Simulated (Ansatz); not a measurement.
Basis-set extrapolation for CH6AlBOSi (PBE0-D4/def2-TZVP geometry, frozen core, the Gaussian-basis code of Ansatz). Multiplicity 1, RHF reference.

```
                      def2-TZVPP   def2-QZVPP
                 HF  -671.750146  -671.772584
    MP2 correlation    -0.708008    -0.757605
CCSD(T) correlation    -0.791619      not run
```

Energies in hartree. Use E(X) = E(∞) + A·exp(−7.88·√X) for Hartree–Fock and E(X) = E(∞) + B·X^(−2.97) for correlation, with X = 3 and 4, and add CCSD(T) minus MP2 of the smaller set to the MP2 limit.

Question: What is the CCSD(T) energy at the basis-set limit?

Answer: HF limit: -671.772584 + (-0.022438) × 0.13774 = -671.77567. MP2 limit: -0.757605 + (-0.049597) × 0.74074 = -0.79434. Higher-order term: -0.791619 − (-0.708008) = -0.08361. Total: -672.65362 hartree, 293.7 kJ/mol below CCSD(T)/def2-TZVPP.
